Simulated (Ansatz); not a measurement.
Reaction (ligand exchange at the Si–N bond): `F[SiH](F)N[SiH2]Cl` + `F[SiH](F)S` → `F[SiH](F)S[SiH2]Cl` + `N[SiH](F)F`

Program: Ansatz. Geometries: PBE0-D4/def2-TZVP. ΔE: electronic, gas phase. CBS: MP2 limit from def2 TZ/QZ plus the TZ coupled-cluster correction, frozen cores. This one scheme is used for every species. DFT in def2-TZVPP. B3LYP here is the variant with VWN-RPA as its local correlation; programs differ in this. One conformer a species, not always the lowest.

Is it downhill or uphill in electronic energy at CCSD(T)/CBS, and by how much? (Estimate.)

The calculation gave: Nearly level: ΔE = +0.7 kJ/mol.

What do these levels give: PBE-D4, r2SCAN-D4, B3LYP-D4, ωB97X-V, ωB97M-V, B2PLYP, PBE, MP2/def2-TZVPP, SCS-MP2/def2-TZVPP, CCSD/def2-TZVPP, CCSD(T)/def2-TZVPP, MP2/def2-QZVPP? (An estimate is asked.)

Ansatz gave: PBE-D4 -8.4, r2SCAN-D4 -3.0, B3LYP-D4 0.9, ωB97X-V 0.9, ωB97M-V 0.7, B2PLYP 3.7, PBE -6.5, MP2/def2-TZVPP 0.9, SCS-MP2/def2-TZVPP 5.2, CCSD/def2-TZVPP 7.4, CCSD(T)/def2-TZVPP 5.3, MP2/def2-QZVPP -1.4 kJ/mol.

Largest T1 diagnostic among the species: 0.012.

The D4 term adds −3.2 kJ/mol with B3LYP and −1.6 kJ/mol with PBE0; it sums over pairs of atoms, weighted by their polarisabilities, and B3LYP, whose exchange is more repulsive, gets the larger term. In def2-TZVPP, CCSD(T) changes the Hartree–Fock value by −6.9 kJ/mol (the triples alone add −2.1 kJ/mol) and MP2 by −11.3 kJ/mol.
